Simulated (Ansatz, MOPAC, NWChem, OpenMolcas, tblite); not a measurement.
## How methods differ on C2H3ClSi (SMILES ClC1=C[SiH2]1)

C2H3ClSi, singlet, SMILES `ClC1=C[SiH2]1`. Each level relaxes the structure for itself.

Each level gives the highest harmonic wavenumber at each level's own minimum (cm⁻¹). The values are calculated.

```json
{"level": "AM1", "kind": "semi-empirical", "program": "MOPAC", "value (cm⁻¹)": "3315"}
{"level": "GFN2-xTB", "kind": "semi-empirical", "program": "tblite", "value (cm⁻¹)": "3080"}
{"level": "PM6", "kind": "semi-empirical", "program": "MOPAC", "value (cm⁻¹)": "2783"}
{"level": "PM6-D3H4", "kind": "semi-empirical", "program": "MOPAC", "value (cm⁻¹)": "2783"}
{"level": "HF/3-21G", "kind": "Hartree–Fock", "program": "OpenMolcas", "value (cm⁻¹)": "3453"}
{"level": "HF/6-31G* (Cartesian functions)", "kind": "Hartree–Fock", "program": "OpenMolcas", "value (cm⁻¹)": "3416"}
{"level": "BP86/def2-SVP", "kind": "GGA", "program": "NWChem", "value (cm⁻¹)": "3132"}
{"level": "B3LYP-D3(BJ)/def2-SVP", "kind": "global hybrid", "program": "NWChem", "value (cm⁻¹)": "3212"}
{"level": "PBE0-D4/def2-TZVP", "kind": "global hybrid", "program": "Ansatz", "value (cm⁻¹)": "3228"}
```

Harmonic and unscaled. The values span 2783 to 3453 cm⁻¹.
